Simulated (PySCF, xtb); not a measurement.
Al(Cl)(Br)(NH2) (AlBrClH2N), SMILES [NH2][Al]([Cl])[Br]. Other conformers were not sampled.

Harmonic wavenumbers (cm⁻¹) from xtb with GFN2-xTB at its own minimum, in rising order: 107, 130, 215, 288, 368, 437, 500, 624, 826, 1468, 3430, 3449.

Problem. What does PySCF 2.14.0 with TPSSh-D3(BJ)/def2-SVP give at its own minimum? (Estimate from the structure and the level; the computed values follow.)

Solution. 127, 160, 205, 358, 365, 409, 548, 690, 866, 1532, 3559, 3651. Paired by order, the mean absolute difference is 59 cm⁻¹ and the zero-point energies are 16.9 and 17.8 kcal/mol.
